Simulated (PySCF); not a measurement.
PBE0 on Ru⁻ (ruthenium, charge -1), [Kr] 4d7 5s2, high-spin 4F determinant. Calculation: PySCF 2.14, in aug-cc-pwCVDZ-PP with ECP28MDF; scalar relativity through the core potential.

```
cycle= 1 E= -94.5093494195022  delta_E= -0.0137  |g|= 0.0373  |ddm|= 0.561
cycle= 2 E= -94.5098627000588  delta_E= -0.000513  |g|= 0.0336  |ddm|= 0.171
cycle= 3 E= -94.5102881979548  delta_E= -0.000425  |g|= 0.012  |ddm|= 0.0451
cycle= 4 E= -94.5103886432457  delta_E= -0.0001  |g|= 0.00161  |ddm|= 0.0431
cycle= 5 E= -94.5103990127816  delta_E= -1.04e-05  |g|= 0.000406  |ddm|= 0.0184
cycle= 6 E= -94.5103996451411  delta_E= -6.32e-07  |g|= 4.2e-05  |ddm|= 0.00557
cycle= 7 E= -94.5103996472857  delta_E= -2.14e-09  |g|= 3.88e-06  |ddm|= 0.000247
cycle= 8 E= -94.5103996473003  delta_E= -1.46e-11  |g|= 3.64e-07  |ddm|= 2.11e-05
converged SCF energy = -94.5103996473003  <S^2> = 3.7893925  2S+1 = 4.019648
```

Highest occupied orbital energy: 0.627 eV; ⟨L²⟩ = 12.03; populations by l: s 4.00, p 6.00, d 7.00, f 0.00.

(1) Can this result be used?

Answers

(1) With care. The run converged. Energies and moments cover only the electrons outside the core potential. At PBE0 the highest occupied level has a positive energy, so only the finite basis holds that electron; in a semilocal or global hybrid functional this comes from self-interaction and does not mean that the real anion is unbound.
